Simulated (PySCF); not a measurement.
## [ReO3F]− relaxed at several levels

Computed with PySCF 2.14.0, def2-SVP on the ligands, density fitting, scalar-relativistic core potentials, no spin-orbit coupling, vacuum. Each row is relaxed at its own level from the same template. Distances are means of the shortest metal–ligand contacts, charges and spins Mulliken's.

```
level   basis on the metal    state  point group  M–O (Å)  M–F (Å)  charge on M (e)  spin on M (e)  HOMO–LUMO gap (eV)  strongest infrared band, degenerate modes summed (cm⁻¹)  unstable modes (below −25 cm⁻¹)
 TPSS  def2-SVP with ECP60  doublet           Cs    1.754    1.951             0.80           0.77                1.16                                                        –                        not given
```

(1) What does the calculation give for PBE, def2-SVP with ECP60?

Moved off a saddle point of the template and relaxed again: PBE, TPSS. One start shape was tried for each, so a minimum needn't be the lowest isomer. Open shells may have lower solutions than those found.

## Answers

(1) state: doublet, point group: Cs, M–O (Å): 1.753, M–F (Å): 1.955, charge on M (e): 0.67, spin on M (e): 0.77, HOMO–LUMO gap (eV): 0.96, strongest infrared band, degenerate modes summed (cm⁻¹): 874, unstable modes (below −25 cm⁻¹): 0.
```xyz
5

Re    0.0418    0.0618    0.0943
O     1.1780    0.7596    1.2222
O    -1.1838   -0.7493    1.0558
O     0.9928   -0.7919   -1.1104
F    -1.2372    0.7694   -1.2044
```
